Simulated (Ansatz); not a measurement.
Basis sets compared for the cluster Al4Ga3⁺. Total charge 1; singlet. Geometry PBE-D4/def2-SVP. Ansatz on 4 threads of Arm Neoverse V1 on a shared host; times are rough, and most runs start from earlier orbitals.

```tsv
atom	x (Å)	y (Å)	z (Å)
Al1	1.019	-1.643	-0.705
Al2	-0.966	1.873	-0.127
Al3	1.713	-0.032	1.235
Al4	-1.052	-0.168	-1.761
Ga5	-0.709	0.427	1.991
Ga6	1.290	1.054	-1.061
Ga7	-1.295	-1.511	0.428
```

The restricted singlet is unstable towards broken spin symmetry in Hartree–Fock (as tested in another run); at PBE-D4/def2-SVP, PBE-D4/def2-TZVP, PBE0-D4/def2-SVP, PBE0-D4/def2-TZVP this wasn't settled. Another isomer (singlet) lies 0.03 eV lower at PBE0-D4/def2-TZVP; other spin states weren't run for this one.

```csv
level,functions,energy (Eh),HOMO (eV),LUMO (eV),wall time
PBE-D4/def2-SVP,168,-6741.7264,-9.29,-7.48,3.5 s
PBE0-D4/def2-SVP,168,-6741.9001,-9.84,-6.92,7 s
```

Problem. Estimate the rows for PBE-D4/def2-TZVP (with forces), PBE0-D4/def2-TZVP.

Solution. 
```tsv
level	functions	energy (Eh)	HOMO (eV)	LUMO (eV)	wall time
PBE-D4/def2-TZVP (with forces)	292	-6742.8170	-9.19	-7.38	9 s
PBE0-D4/def2-TZVP	292	-6742.9853	-9.75	-6.80	22 s
```
